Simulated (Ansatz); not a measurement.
Cost and result for the atomization energy of CH$_{5}$FOSi$_{2}$, SMILES `F[C@H]1O[Si@H]1[SiH3]` (10 atoms, 10 bonds).

Z-matrix (Å, degrees):
```
C
O 1 1.407
Si 1 1.829 2 61.6
F 1 1.362 2 112.8 3 114.1
H 1 1.090 2 114.1 3 -120.6
Si 3 2.329 1 120.6 2 98.3
H 3 1.485 1 120.1 2 -95.8
H 6 1.487 3 108.5 1 112.8
H 6 1.482 3 109.0 1 -7.4
H 6 1.486 3 109.7 1 -128.2
```

Charge 0, multiplicity 1. All single points use the PBE0-D4/def2-TZVP geometry. Program: Ansatz. All runs use 4 threads of an Arm Neoverse V2 on a shared host. Times are those of one run each, without the atoms' runs, and a repeat can differ threefold. Electronic energies, without spin–orbit coupling; frozen cores. CCSD(T)/CBS adds CCSD(T) − MP2 in def2-TZVPP to the MP2 limit, and its time is that of the two runs behind it. T1 = 0.016. B3LYP takes the VWN-RPA correlation (the form of Gaussian; ORCA's B3LYP/G).

CCSD(T)/CBS is a level of theory with its own doubt, some kJ/mol a heavy atom from the limit and from the frozen cores, so smaller differences don't rank the functionals.

```
                             level  functions  wall time  atomization (kcal/mol)  difference from CCSD(T)/CBS  per bond
   PBE-D4/def2-TZVPP (with forces)        247      2.3 s                   826.0                         15.6       1.6
                PBE0-D4/def2-TZVPP        247      2.9 s                   806.5                         -3.9      -0.4
 B3LYP-D4/def2-TZVPP (with forces)        247      4.1 s                   806.9                         -3.5      -0.4
r2SCAN-D4/def2-TZVPP (with forces)        247      4.3 s                   814.5                          4.1       0.4
                 B2PLYP/def2-TZVPP        247        5 s                   797.9                        -12.5      -1.3
                ωB97X-V/def2-TZVPP        247        7 s                   816.7                          6.3       0.6
  ωB97M-V/def2-TZVPP (with forces)        247       11 s                   811.6                          1.2       0.1
                    MP2/def2-QZVPP        461       18 s                   814.8                          4.4       0.4
                CCSD(T)/def2-TZVPP        247    2.2 min                   785.7                        -24.7      -2.5
                 CCSD(T)/CBS(def2)          –    2.5 min                   810.4                          0.0       0.0
```

From PBE to PBE0 (25 % exact exchange), in def2-TZVPP and without D4, the atomization energy moves by −18.8 kcal/mol: exact exchange takes away binding that semilocal exchange gives to molecules. The D4 term adds +8.1 kcal/mol with B3LYP and +4.2 kcal/mol with PBE0; it sums over pairs of atoms, weighted by their polarisabilities, and B3LYP, whose exchange is more repulsive, gets the larger term. In def2-TZVPP, CCSD(T) changes the Hartree–Fock value by +218.3 kcal/mol (the triples alone add +14.2 kcal/mol) and MP2 by +232.6 kcal/mol; breaking electron pairs costs correlation energy, which Hartree–Fock lacks.
